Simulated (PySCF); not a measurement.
Can point charges reproduce the dipole moment of `C#C[Si@@H](N)[Si@](C)(O)[SiH2]C`?

Coordinates (GFN2-xTB, Å) and charges (e) from the PBE0/pcSseg-1 density (PySCF):

```json
{"atom": "C1", "x": "-2.589", "y": "0.943", "z": "2.640", "Mulliken": "-0.2227", "IAO": "-0.2027", "Hirshfeld": "-0.0949", "ESP-fitted": "-0.2993"}
{"atom": "C2", "x": "-2.204", "y": "0.314", "z": "1.689", "Mulliken": "-0.1740", "IAO": "-0.3437", "Hirshfeld": "-0.1655", "ESP-fitted": "-0.2910"}
{"atom": "Si3", "x": "-1.602", "y": "-0.589", "z": "0.174", "Mulliken": "+0.6511", "IAO": "+0.7212", "Hirshfeld": "+0.3050", "ESP-fitted": "+0.7360"}
{"atom": "N4", "x": "-2.815", "y": "-0.746", "z": "-1.056", "Mulliken": "-0.6286", "IAO": "-0.8282", "Hirshfeld": "-0.3173", "ESP-fitted": "-1.1498"}
{"atom": "Si5", "x": "0.248", "y": "0.447", "z": "-0.796", "Mulliken": "+0.4983", "IAO": "+0.7443", "Hirshfeld": "+0.2826", "ESP-fitted": "+0.3788"}
{"atom": "C6", "x": "0.598", "y": "2.107", "z": "0.075", "Mulliken": "-0.6083", "IAO": "-0.7042", "Hirshfeld": "-0.2166", "ESP-fitted": "-0.5201"}
{"atom": "O7", "x": "-0.144", "y": "0.966", "z": "-2.310", "Mulliken": "-0.5521", "IAO": "-0.7891", "Hirshfeld": "-0.3070", "ESP-fitted": "-0.6287"}
{"atom": "Si8", "x": "2.194", "y": "-0.823", "z": "-0.905", "Mulliken": "+0.3118", "IAO": "+0.4234", "Hirshfeld": "+0.2351", "ESP-fitted": "+0.3240"}
{"atom": "C9", "x": "2.510", "y": "-1.625", "z": "0.788", "Mulliken": "-0.6266", "IAO": "-0.7046", "Hirshfeld": "-0.2139", "ESP-fitted": "-0.4780"}
{"atom": "H10", "x": "-2.925", "y": "1.480", "z": "3.481", "Mulliken": "+0.0617", "IAO": "+0.2001", "Hirshfeld": "+0.0943", "ESP-fitted": "+0.2870"}
{"atom": "H11", "x": "-1.413", "y": "-1.981", "z": "0.618", "Mulliken": "-0.0811", "IAO": "-0.1232", "Hirshfeld": "-0.0835", "ESP-fitted": "-0.1335"}
{"atom": "H12", "x": "-3.066", "y": "0.075", "z": "-1.585", "Mulliken": "+0.1924", "IAO": "+0.2594", "Hirshfeld": "+0.1127", "ESP-fitted": "+0.4152"}
{"atom": "H13", "x": "-3.649", "y": "-1.274", "z": "-0.853", "Mulliken": "+0.1978", "IAO": "+0.2646", "Hirshfeld": "+0.1198", "ESP-fitted": "+0.4389"}
{"atom": "H14", "x": "-0.275", "y": "2.753", "z": "0.083", "Mulliken": "+0.1477", "IAO": "+0.1604", "Hirshfeld": "+0.0418", "ESP-fitted": "+0.1573"}
{"atom": "H15", "x": "0.896", "y": "1.947", "z": "1.107", "Mulliken": "+0.1378", "IAO": "+0.1535", "Hirshfeld": "+0.0369", "ESP-fitted": "+0.1097"}
{"atom": "H16", "x": "1.398", "y": "2.649", "z": "-0.421", "Mulliken": "+0.1450", "IAO": "+0.1584", "Hirshfeld": "+0.0427", "ESP-fitted": "+0.1424"}
{"atom": "H17", "x": "-0.438", "y": "0.365", "z": "-2.987", "Mulliken": "+0.2443", "IAO": "+0.3642", "Hirshfeld": "+0.1711", "ESP-fitted": "+0.3966"}
{"atom": "H18", "x": "2.116", "y": "-1.919", "z": "-1.893", "Mulliken": "-0.0688", "IAO": "-0.1126", "Hirshfeld": "-0.0865", "ESP-fitted": "-0.1292"}
{"atom": "H19", "x": "3.423", "y": "-0.098", "z": "-1.275", "Mulliken": "-0.0556", "IAO": "-0.1042", "Hirshfeld": "-0.0789", "ESP-fitted": "-0.0969"}
{"atom": "H20", "x": "3.391", "y": "-2.258", "z": "0.770", "Mulliken": "+0.1458", "IAO": "+0.1580", "Hirshfeld": "+0.0434", "ESP-fitted": "+0.1453"}
{"atom": "H21", "x": "2.665", "y": "-0.872", "z": "1.557", "Mulliken": "+0.1380", "IAO": "+0.1519", "Hirshfeld": "+0.0397", "ESP-fitted": "+0.1168"}
{"atom": "H22", "x": "1.670", "y": "-2.240", "z": "1.098", "Mulliken": "+0.1461", "IAO": "+0.1532", "Hirshfeld": "+0.0388", "ESP-fitted": "+0.0787"}
```

Question: Form Σ q r in debye for every column and set it beside the full dipole.

Answer: The full density gives (-1.28, -0.01, 0.10) D, 1.29 D in size; dipole vectors point from the negative to the positive end.

| scheme | μx | μy | μz | size (D) | share of the full size (%) | angle to the full dipole (°) |
| --- | --- | --- | --- | --- | --- | --- |
| Mulliken | 1.00 | -2.34 | -1.41 | 2.91 | 226 | 112 |
| IAO | 0.39 | -1.51 | 0.04 | 1.56 | 121 | 104 |
| Hirshfeld | -0.44 | -0.38 | -0.68 | 0.90 | 70 | 65 |
| ESP-fitted | -1.23 | 0.03 | 0.12 | 1.24 | 96 | 2 |

Question: Which set comes closest?

Answer: Length of the difference vector: ESP-fitted 0.07 D, Hirshfeld 1.22 D, IAO 2.25 D, Mulliken 3.60 D. Closest: ESP-fitted. 

Question: What is left for the Hirshfeld atoms' own dipoles?

Answer: The shares of the density sum to the whole, so what Σ q r misses lies in dipoles about the nuclei. The atomic dipoles sum to (-1.28, -0.01, 0.10) − (-0.44, -0.38, -0.68) = (-0.84, 0.37, 0.78) D, 1.22 D in size.

Question: With the origin at the mean of the coordinates, (0.000, -0.017, 0.000) Å, which are the largest single terms, by size, of the ESP-fitted dipole along the direction of the full one?

Answer: N4 -15.04, H13 +7.54, H12 +5.84, Si3 +5.70, C9 +5.58 D; all 22 atoms together +1.24 D. The single terms depend on the origin, their sum doesn't.

Question: Give the size of the full dipole in other units.

Answer: 1.29 D = 0.506 au = 0.268 e·Å = 4.29 × 10⁻³⁰ C·m.

Isolated species at its GFN2-xTB geometry (one conformer only).

Conformer computed: `[CH:1]#[C:2][Si@@H:3]([NH2:4])[Si@:5]([CH3:6])([OH:7])[SiH2:8][CH3:9]`: C2–Si3–Si5–C6 -7°, Si3–Si5–Si8–C9 -48°, H–N4–Si3–C2 73°, H–N4–Si3–C2 -63°, H–O7–Si5–Si3 -60°.
